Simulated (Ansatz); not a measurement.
`[SiH3]OB(Cl)Cl` → `OB(Cl)Cl` + `[SiH2]`  (silylene loss)

Calculated with Ansatz (gas phase, PBE0-D4/def2-TZVP geometries, no zero-point term in ΔE). CCSD(T)/CBS adds triple-zeta CCSD(T) − MP2 to the extrapolated MP2 energy (def2 sets, frozen cores). This one scheme is used for every species. DFT in def2-TZVPP. B3LYP here is the variant with VWN-RPA as its local correlation; programs differ in this. HSE06 is defined as in plane-wave codes. One conformer a species, not always the lowest.

| level | ΔE (kcal/mol) | difference from CCSD(T)/CBS |
| --- | --- | --- |
| revPBE-D4 | 73.6 | -4.0 |
| r2SCAN-D4 | 81.3 | 3.7 |
| B3LYP-D4 | 76.7 | -0.9 |
| r2SCAN0-D4 | 82.1 | 4.5 |
| HSE06-D4 | 77.7 | 0.1 |
| BHLYP-D4 | 80.6 | 3.0 |
| ωB97M-V | 75.9 | -1.7 |
| B3LYP | 73.5 | -4.1 |
| r2SCANh | 81.0 | 3.4 |
| HSE06 | 76.0 | -1.6 |
| BHLYP | 77.8 | 0.2 |
| CAM-B3LYP | 77.2 | -0.4 |
| HF/def2-SVP | 72.9 | -4.7 |
| CCSD/def2-SVP | 71.0 | -6.6 |
| CCSD/def2-TZVPP | 75.2 | -2.4 |
| CCSD(T)/def2-TZVPP | 75.8 | -1.8 |
| CCSD(T)/CBS | 77.6 | 0 |

Largest T1 diagnostic among the species: 0.014.

From BLYP to BHLYP (50 % exact exchange), in def2-TZVPP and without D4, ΔE moves by +8.2 kcal/mol. Leaving LDA and LC-ωPBE aside and taking each functional with its dispersion term where it has one, the values spread over 8.5 kcal/mol, from revPBE-D4 to r2SCAN0-D4. LDA lies +8.0 kcal/mol from PBE without D4.
